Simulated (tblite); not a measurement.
Parent: `[CH3:1][CH2:2][NH:3][SiH2:4][SH:5]` with C1–C2–N3–Si4 -145°, C2–N3–Si4–S5 176°, N3–Si4–S5–H -58°, C2H9NSSi.

Computed geometry: GFN2-xTB, gas phase. One conformer each, not checked by frequencies here.

| coordinate of the parent | value |
| --- | --- |
| C1–C2 | 1.524 Å |
| C2–N3 | 1.445 Å |
| N3–Si4 | 1.707 Å |
| Si4–S5 | 2.149 Å |
| C1–C2–N3 | 111.1° |
| C2–N3–Si4 | 123.8° |
| N3–Si4–S5 | 106.0° |

Question: How does the shared frame change in `[CH3:1][C@@H:2]([CH2:3][NH2:4])[NH:5][SiH2:6][SH:7]` with C1–C2–C3–N4 -68°, C2–C3–N4–H -58° and 61°, C1–C2–N5–Si6 88°, C2–N5–Si6–S7 178°, N5–Si6–S7–H -52°, C3H12N2SSi? Atoms pair as C1 = C1, C2 = C2, N3 = N5, Si4 = Si6, S5 = S7 (parent first).

Answer: 
```json
{"parent": "C1–C2", "relative": "C1–C2", "value in the relative": "1.529 Å", "change": "+0.005"}
{"parent": "C2–N3", "relative": "C2–N5", "value in the relative": "1.446 Å", "change": "+0.001"}
{"parent": "N3–Si4", "relative": "N5–Si6", "value in the relative": "1.708 Å", "change": "+0.001"}
{"parent": "Si4–S5", "relative": "Si6–S7", "value in the relative": "2.148 Å", "change": "-0.001"}
{"parent": "C1–C2–N3", "relative": "C1–C2–N5", "value in the relative": "111.5°", "change": "+0.4"}
{"parent": "C2–N3–Si4", "relative": "C2–N5–Si6", "value in the relative": "123.1°", "change": "-0.7"}
{"parent": "N3–Si4–S5", "relative": "N5–Si6–S7", "value in the relative": "105.9°", "change": "-0.1"}
```

Of the parent's bonds, C1–C2 changes most (+0.005 Å). Bonds of the relative outside the shared frame: C2–C3 1.545, C3–N4 1.447 Å. Point group C1 → C1.
